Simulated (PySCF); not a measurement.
A mixed set of molecules. Level of theory: TDDFT CAM-B3LYP/def2-SVPD, vertical, gas phase, core orbitals frozen in the response (PySCF 2.14.0, density-fitted response routines). Geometries: GFN2-xTB; one conformer of each isolated species. Triplets are in the Tamm–Dancoff approximation. 'Strongest' means the level of largest summed f among the lowest 8 singlets; it needn't be the same kind of state in each.

Question: Rank by computed lowest triplet energy, lowest first.
A. `CSC1=COC=C1`
B. `FC/C(=N\[SiH3])C#N`
C. `C(/[C@H](F)C#N)=N\[SiH3]`
D. `C#Cc1pcpcp1`

Answer: D (2.32 eV), B (3.22 eV), C (3.57 eV), A (3.90 eV).

| SMILES | T1 (eV) | α (au) | f (S1) | f (strongest) | HOMO (eV) | first f ≥ 0.01 (nm) | S1 mainly |
| --- | --- | --- | --- | --- | --- | --- | --- |
| C#Cc1pcpcp1 | 2.32 | 136.9 | 0.004 | 0.20 | -8.12 | 327 | H→L+1 (67%) |
| N#C/C(CF)=N/[SiH3] | 3.22 | 75.9 | 0.000 | 0.32 | -9.38 | 191 | H→L (95%) |
| N#C[C@@H](F)/C=N/[SiH3] | 3.57 | 74.1 | 0.001 | 0.40 | -9.26 | 181 | H→L (95%) |
| CSc1ccoc1 | 3.90 | 79.5 | 0.000 | 0.28 | -7.29 | 219 | H→L (71%) |

H and L stand for HOMO and LUMO.

- `C#Cc1pcpcp1`: Löwdin shares by element: HOMO carbon 55% or more, phosphorus 13% or more (atoms not listed hold the other 32%); LUMO carbon 40% or more, phosphorus 24% or more (atoms not listed hold the other 36%).
- `N#C/C(CF)=N/[SiH3]`: Löwdin shares by element: HOMO nitrogen 54% or more, silicon 12%, carbon 10% or more, hydrogen 8% or more (atoms not listed hold the other 17%); LUMO nitrogen 45%, carbon 38% or more (atoms not listed hold the other 17%).
- `N#C[C@@H](F)/C=N/[SiH3]`: Löwdin shares by element: HOMO nitrogen 55% or more, carbon 20% or more, silicon 10% (atoms not listed hold the other 16%); LUMO carbon 40% or more, nitrogen 36% (atoms not listed hold the other 24%).
- `CSc1ccoc1`: Löwdin shares by element: HOMO sulfur 42%, carbon 34% or more, oxygen 7% (atoms not listed hold the other 17%); LUMO sulfur 45%, hydrogen 16% or more, carbon 16% or more (atoms not listed hold the other 23%).
